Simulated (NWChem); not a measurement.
System: CH7NSi; SMILES CN[SiH3]

The following NWChem deck was run.

```
start job
memory heap 200 mb stack 900 mb global 1100 mb
geometry units angstroms noautosym nocenter noautoz
  Si     0.079669     1.104913     0.001846
  N     -0.540788    -0.510312     0.010582
  C      0.275205    -1.699752    -0.019641
  H     -1.074759     2.023661     0.236827
  H      1.093198     1.237961     1.094434
  H      0.757946     1.542934    -1.267458
  H     -1.479727    -0.646662    -0.346609
  H      0.567657    -2.027823    -1.037082
  H     -0.235653    -2.547606     0.467245
  H      1.207413    -1.529006     0.543181
end
basis spherical
  * library def2-svp
end
dft
  xc pbe0
  iterations 150
end
cosmo
  do_cosmo_smd true
  solvent water
end
task dft energy
```

Geometry: optimised at PBE0/def2-SVP. Solvent: water.

Level: PBE0/def2-SVP with SMD (1 M gas to 1 M solution), gas-phase geometry. Reactions with the solvent are ignored.

Problem. Predict the main results of this run. (PBE0/def2-SVP, SMD on the gas-phase geometry.) Quantities: solvation free energy (kcal/mol); cavity-dispersion-structure term (kcal/mol); dipole in solution (D).

Solution. 
- solvation free energy (kcal/mol): 0.8
- cavity-dispersion-structure term (kcal/mol): 3.1
- dipole in solution (D): 1.60
